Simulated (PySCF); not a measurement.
Computed properties of Mg(Br)(OH) (BrHMgO), SMILES [OH][Mg][Br]

Mg(Br)(OH) (BrHMgO), SMILES [OH][Mg][Br]. The structure is a stationary point at B3LYP-D3(BJ)/def2-TZVP. One conformer was computed; it need not be the lowest. All values are computed for the isolated molecule unless a solvent is named; none is compared with measurement here.

**Structure.** The optimised structure has Cs symmetry. All 6 harmonic modes at B3LYP-D3(BJ)/def2-TZVP (PySCF) are real, so it is a minimum. With heavy atoms numbered as in [Mg:1]([Br:2])[OH:3], the shortest bond between them is Mg1–O3 at 1.756 Å and the longest Mg1–Br2 at 2.334 Å.

**Vibrations.** The strongest infrared lines (harmonic, unscaled, degenerate partners summed) lie at 97 cm⁻¹ (168 km/mol, H 48 %, O 30 %, Mg 21 %), 826 cm⁻¹ (160 km/mol, Mg 50 %, O 46 %), 4019 cm⁻¹ (113 km/mol, H 94 %). The softest mode is at 97 cm⁻¹ and the zero-point energy is 7.9 kcal/mol.

**Electronic structure.** CAM-B3LYP/def2-TZVPD (PySCF) places the frontier levels at -9.56 and -0.84 eV, a gap of 8.72 eV, and gives a dipole moment of 1.96 D and a mean polarisability of 47.5 bohr³.

**Excitations.** TDDFT-ωB97X/def2-SVPD (PySCF) has S1 at 5.90 eV (210 nm, f = 0.000, dark); the most intense of the 10 singlets computed lies at 6.09 eV (f = 0.12). T1 (TDA) is at 5.77 eV. No vertical singlet excitation falls in the visible range (under 3.1 eV).

**NMR.** GIAO shifts at HF/pcSseg-2 (PySCF) (non-relativistic, atoms alike by connectivity averaged): ¹H at 1.0 ppm against TMS. Without spin–orbit terms, shifts of atoms bonded to Cl or Br come out too high.
